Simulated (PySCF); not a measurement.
Vertical excitations of a molecule CH₅BFNO from TDA-PBE/def2-SVPD (PySCF), as energy in eV (oscillator strength): 5.40 (0.000), 6.50 (0.004), 6.76 (0.015), 7.65 (0.012), 7.78 (0.002), 7.88 (0.110), 8.10 (0.018), 8.45 (0.045), 8.50 (0.011), 8.51 (0.002). Lowest triplet (TDA): 5.30 eV. Coordinates come from a r2SCAN-D4/def2-SVP optimisation. Other conformers were not sampled.

### Question
Which molecule gave these data?
(A) CNB(O)F
(B) NB(O)CF
(C) COB(N)F

### Answer
A, CNB(O)F
